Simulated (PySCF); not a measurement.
C4H6S.

```xyz
11

C      1.0284    -0.9256     0.5582
C      1.2591     0.1389    -0.2404
S     -0.1857     0.9973    -0.7910
C     -1.2101     0.0541     0.4335
C     -0.4369    -1.2353     0.7637
H      1.8309    -1.5683     0.9490
H      2.2408     0.4924    -0.5878
H     -1.3221     0.6955     1.3323
H     -2.2120    -0.1269     0.0006
H     -0.7393    -2.0640     0.0793
H     -0.6698    -1.5779     1.7936
```

Geometry: PBE-D3(BJ)/def2-SVP. The values are those of a single conformer.

Method: PBE/pcSseg-1 (PySCF). Non-relativistic, no solvent.

Computed absolute GIAO shielding of each atom: isotropic value and principal components (ppm):
```json
[
 {"atom": "C1", "σ(iso)": "55.2", "σ11": "-35.6", "σ22": "75.7", "σ33": "125.6", "span": "161.2"},
 {"atom": "C2", "σ(iso)": "41.3", "σ11": "-51.3", "σ22": "55.6", "σ33": "119.5", "span": "170.9"},
 {"atom": "S3", "σ(iso)": "390.9", "σ11": "224.5", "σ22": "291.4", "σ33": "656.9", "span": "432.4"},
 {"atom": "C4", "σ(iso)": "136.3", "σ11": "94.3", "σ22": "150.7", "σ33": "163.9", "span": "69.6"},
 {"atom": "C5", "σ(iso)": "138.5", "σ11": "111.3", "σ22": "146.6", "σ33": "157.7", "span": "46.4"},
 {"atom": "H6", "σ(iso)": "25.5", "σ11": "23.7", "σ22": "24.2", "σ33": "28.7", "span": "5.0"},
 {"atom": "H7", "σ(iso)": "25.0", "σ11": "23.3", "σ22": "24.8", "σ33": "27.0", "span": "3.8"},
 {"atom": "H8", "σ(iso)": "27.8", "σ11": "21.7", "σ22": "26.9", "σ33": "34.8", "span": "13.2"},
 {"atom": "H9", "σ(iso)": "27.9", "σ11": "23.7", "σ22": "26.1", "σ33": "33.9", "span": "10.3"},
 {"atom": "H10", "σ(iso)": "28.2", "σ11": "23.5", "σ22": "26.6", "σ33": "34.6", "span": "11.1"},
 {"atom": "H11", "σ(iso)": "28.3", "σ11": "24.4", "σ22": "26.3", "σ33": "34.2", "span": "9.8"}
]
```
